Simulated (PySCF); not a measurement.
Give a PBE0-D3(BJ)/def2-SVP geometry of `FC(F)([SiH3])[SiH2]Cl`.

```xyz
11
CH5ClF2Si2 angstrom
F      0.2520   -1.7910    0.6345
C      0.0635   -0.7040   -0.1944
F      0.0377   -1.1777   -1.4817
Si    -1.6578    0.0703    0.1965
Si     1.6299    0.3813    0.0232
Cl     1.3348    2.1261   -1.0396
H     -1.6015    0.6530    1.5683
H     -2.6652   -1.0245    0.1292
H     -1.9518    1.1301   -0.8066
H      2.8035   -0.3522   -0.5173
H      1.7921    0.7144    1.4630
```

Orientation and origin are arbitrary. Atoms count from 1 in this order. Si5 (chlorine-bound silicon) is tetrahedral (angles from 107.6° to 112.1°). Si4 (SiH3 silicon) is tetrahedral (angles from 107.4° to 111.1°).

Bonds between heavy atoms (Å): F1–C2 1.380, C2–F3 1.372, C2–Si4 1.927, C2–Si5 1.918, Si5–Cl6 2.064.

Computed with PySCF 2.14.0, PBE0-D3(BJ)/def2-SVP geometry optimisation, gas phase.

Point group: C1 (no symmetry element, even within 0.4 Å). No frequency check. The numbers are those of one conformer (F1–C2–Si5–Cl6 -174°).

Time: 67 s wall; peak memory 0.50 GiB. Hardware: an Arm Neoverse V1 with one thread (shared host). This is the geometry optimisation.
